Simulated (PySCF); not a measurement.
**Bond curve of GeH**

Set-up: Ge pcseg-1, H pcseg-1; no relativity (PySCF 2.14). Energies in eV from Ge + H in their ground configurations at the same level. All curves are PBE0. state 1: ²Π (doublet), unpaired electrons π ↑; state 2: ⁴Σ⁻ (quartet), unpaired electrons σ ↑, π ↑↑, a second solution, started from another occupation.

```csv
R (Å),state 1,state 2
1.379,-2.374,-0.6688
1.444,-2.626,-0.8603
1.508,-2.771,-0.9561
1.556,-2.824,-0.9812
1.604,-2.839,-0.9764
1.652,-2.825,-0.9493
1.716,-2.767,-0.8894
1.796,-2.649,-0.7928
1.893,-2.463,-0.6674
2.021,-2.169,-0.5126
```

Task: Put a parabola through the three lowest points of the state 1 curve and estimate Re, k and ωe (reduced mass 0.9943 u; 1 eV/Å² = 0.16022 mdyn/Å; ωe = 1302.8·√(k/μ) cm⁻¹).

Result: Through R = 1.556, 1.604, 1.652 Å the second-order coefficient is 6.29 eV/Å², so Re ≈ 1.605 Å, k ≈ 2.02 mdyn/Å and ωe ≈ 1855 cm⁻¹. A polynomial fit of higher order to the unrounded PBE0 energies gives Re = 1.603 Å, k = 2.12 mdyn/Å, ωe = 1903 cm⁻¹; anharmonicity and rounding make the difference.

The higher-order fit for each curve: state 1: Re = 1.603 Å, ωe = 1903 cm⁻¹, De = 2.84 eV; state 2: Re = 1.571 Å, ωe = 1795 cm⁻¹, minimum 0.98 eV below the ground-state fragments.

Spin–orbit coupling is left out. The state is the lowest determinant that a PBE0 search found; another state may lie lower at other levels.
